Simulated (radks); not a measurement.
Problem. The silver ion Ag14+, 33 electrons, occupied as [Ar] 3d10 4s2 4p3 (the NIST ground configuration). Calculated with a radial shooting solver on a logarithmic mesh with Libxc functionals: scalar-relativistic Kohn-Sham, LDA (Slater exchange, VWN5 correlation), spin-polarised, spherical densities, finite nucleus; open shells are filled with parallel spins first (spin-orbit coupling, left out, can overturn this in heavy ions); Fermi nuclear charge, rms radius 4.5454 fm. Some entries of the table are withheld. Estimate them.

orbital,occ.,eigenvalue (hartree),<1/r> (bohr^-1)
1s up,1,-942.0597,49.38
1s down,1,-942.0199,49.38
2s up,1,-149.2013,11.22
2s down,1,-149.1749,11.22
2p up,3,-135.2118,10.85
2p down,3,-135.1757,10.85
3s up,1,-36.90094,3.966
3s down,1,-36.85507,3.968
3p up,3,-32.29928,3.786
3p down,3,-32.24900,3.789
3d up,5,-25.06202,3.570
3d down,5,-25.01235,3.574
4s up,1,-14.05490,1.708
4s down,1,-13.82565,1.710
4p up,3,(1),1.609
4p down,0,(2),1.607
4d up,0,-10.15262,(3)
4d down,0,-9.93581,(4)
5s up,0,-7.26640,(5)
5s down,0,-7.17600,(6)

Solution. 
(1) 4p up eigenvalue (hartree): -12.51540
(2) 4p down eigenvalue (hartree): -12.28793
(3) 4d up <1/r> (bohr^-1): 1.452
(4) 4d down <1/r> (bohr^-1): 1.447
(5) 5s up <1/r> (bohr^-1): 0.9407
(6) 5s down <1/r> (bohr^-1): 0.9297
